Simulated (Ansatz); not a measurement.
Species: C3H5N, charge 0, singlet. C3H5N (propanenitrile, SMILES CCC#N).
B3LYP-D3(BJ)/def2-TZVP minimum from Ansatz (an electronic-structure program):
```xyz
9

C     -1.5611     0.3055    -0.2634
C     -0.2636    -0.4206    -0.6399
C      0.8434    -0.0809     0.2484
N      1.7026     0.1997     0.9592
H     -2.3562     0.0210    -0.9525
H     -1.8711     0.0466     0.7486
H     -1.4298     1.3860    -0.3135
H     -0.4056    -1.5032    -0.6063
H      0.0329    -0.1723    -1.6616
```
Charge 0, spin multiplicity 1.

Total energies in cc-pVDZ, 22 correlated electrons, 4 frozen orbitals. Open shells are spin-unrestricted; no spin-orbit coupling. Correlated methods leave the cores frozen. No relativity.

```json
[
 {"method": "HF", "program": "Ansatz", "energy (Eh)": "-170.97571", "minus CCSDT(Q) (mEh)": "622.24"},
 {"method": "MP2", "program": "Ansatz", "energy (Eh)": "-171.53949", "minus CCSDT(Q) (mEh)": "58.47"},
 {"method": "CCSD", "program": "Ansatz", "energy (Eh)": "-171.57428", "minus CCSDT(Q) (mEh)": "23.68"},
 {"method": "CCSD(T)", "program": "Ansatz", "energy (Eh)": "-171.59545", "minus CCSDT(Q) (mEh)": "2.50"},
 {"method": "CCSDT(Q)", "program": "Ansatz", "energy (Eh)": "-171.59796", "minus CCSDT(Q) (mEh)": "0.00"}
]
```

Rough core times of Ansatz's runs on a shared machine: CCSD(T) under 20 s, CCSDT(Q) 8 min.
